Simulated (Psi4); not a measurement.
Ge, charge +1, doublet; TPSS/aug-cc-pVDZ in Psi4.

Input for Psi4:
```
memory 2 GB

molecule mol {
1 2
Ge    0.000000    0.000000    0.000000
}

set {
  basis aug-cc-pvdz
  reference uks
}

energy('tpss')
print_variables()
```

What the program printed (banner, timings and long lists left out):

```
   => Loading Basis Set <=

    Name: AUG-CC-PVDZ
    Role: ORBITAL
    Keyword: BASIS

         ---------------------------------------------------------
                                   SCF
               by Justin Turney, Rob Parrish, Andy Simmonett
                          and Daniel G. A. Smith
                              UKS Reference
         ---------------------------------------------------------

  ==> Geometry <==

    Molecular point group: d2h
    Geometry (in Angstrom), charge = 1, multiplicity = 2:

       Center              X                  Y                   Z               Mass
    ------------   -----------------  -----------------  -----------------  -----------------
         GE           0.000000000000     0.000000000000     0.000000000000    73.921177761000

  Running in d2h symmetry.

  Rotational constants: A = ************  B = ************  C = ************ [cm^-1]
  Rotational constants: A = ************  B = ************  C = ************ [MHz]
  Nuclear repulsion =    0.000000000000000

  Charge       = 1
  Multiplicity = 2
  Electrons    = 31
  Nalpha       = 16
  Nbeta        = 15

  ==> Algorithm <==

  SCF Algorithm Type is DF.
  DIIS enabled.
  MOM disabled.
  Fractional occupation disabled.
  Guess Type is CORE.
  Energy threshold   = 1.00e-06
  Density threshold  = 1.00e-06
  Integral threshold = 1.00e-12

  ==> Primary Basis <==

  Basis Set: AUG-CC-PVDZ
    Blend: AUG-CC-PVDZ
    Number of shells: 14
    Number of basis functions: 36
    Number of Cartesian functions: 39
    Spherical Harmonics?: true
    Max angular momentum: 2

  ==> DFT Potential <==

   => LibXC <=

    Version 7.1.2
    S. Lehtola, C. Steigemann, M. J. T. Oliveira, and M. A. L. Marques,  SoftwareX 7, 1–5 (2018) (10.1016/j.softx.2017.11.002)

   => Composite Functional: TPSS <=

    TPSS Meta-GGA XC Functional

    J. Tao, et al., Phys. Rev. Lett., 91, 146401, 2003

    Deriv               =              1
    GGA                 =           TRUE
    Meta                =           TRUE

    Exchange Hybrid     =          FALSE
    MP2 Hybrid          =          FALSE

   => Exchange Functionals <=

    1.0000   XC_MGGA_X_TPSS

   => Correlation Functionals <=

    1.0000   XC_MGGA_C_TPSS

   => LibXC Density Thresholds  <==

    XC_MGGA_C_TPSS:  1.00E-15
    XC_MGGA_X_TPSS:  1.00E-15

   => Molecular Quadrature <=

    Radial Scheme          =       TREUTLER
    Pruning Scheme         =           NONE
[...]
   @S   Expected:                5.000000000E-01
   @S   Observed:                5.000000000E-01

    Orbital Energies [Eh]
    ---------------------

    Alpha Occupied:

[...]
       3B1u   -0.435781

    Alpha Virtual:

[...]
    Beta Occupied:

[...]
    Beta Virtual:

[...]
    Final Occupation by Irrep:
             Ag   B1g   B2g   B3g    Au   B1u   B2u   B3u
    DOCC [     6,    1,    1,    1,    0,    2,    2,    2 ]
    SOCC [     0,    0,    0,    0,    0,    1,    0,    0 ]
    NA   [     6,    1,    1,    1,    0,    3,    2,    2 ]
    NB   [     6,    1,    1,    1,    0,    2,    2,    2 ]

  @DF-UKS Final Energy: -2076.56775942088188

   => Energetics <=

    Nuclear Repulsion Energy =              0.0000000000000000
    One-Electron Energy =               -2882.0203367252324824
    Two-Electron Energy =                 884.0838855929322335
    DFT Exchange-Correlation Energy =     -78.6313082885818631
    Empirical Dispersion Energy =           0.0000000000000000
    VV10 Nonlocal Energy =                  0.0000000000000000
    Total Energy =                      -2076.5677594208818846

  UHF NO Occupations:
  HONO-2 :    1B2g 1.9999816
  HONO-1 :    6 Ag 1.9987813
  HONO-0 :    3B1u 1.0000000
  LUNO+0 :    7 Ag 0.0012187
  LUNO+1 :    2B2g 0.0000184
  LUNO+2 :    2B3g 0.0000184
  LUNO+3 :    8 Ag 0.0000017

Computation Completed

Properties will be evaluated at   0.000000,   0.000000,   0.000000 [a0]

Properties computed using the SCF density matrix

 Multipole Moments:

 ------------------------------------------------------------------------------------
     Multipole            Electronic (a.u.)      Nuclear  (a.u.)        Total (a.u.)
 ------------------------------------------------------------------------------------

 L = 1.  Multiply by 2.5417464519 to convert [e a0] to [Debye]
 Dipole X            :          0.0000000            0.0000000            0.0000000
 Dipole Y            :          0.0000000            0.0000000            0.0000000
 Dipole Z            :          0.0000000            0.0000000            0.0000000
 Magnitude           :                                                    0.0000000

 ------------------------------------------------------------------------------------

  Variable Map:
  ----------------------------------------------------------------------------
[...]
  Array Variable Map:
  ----------------------------------------------------------------------------
[...]
[...]
```
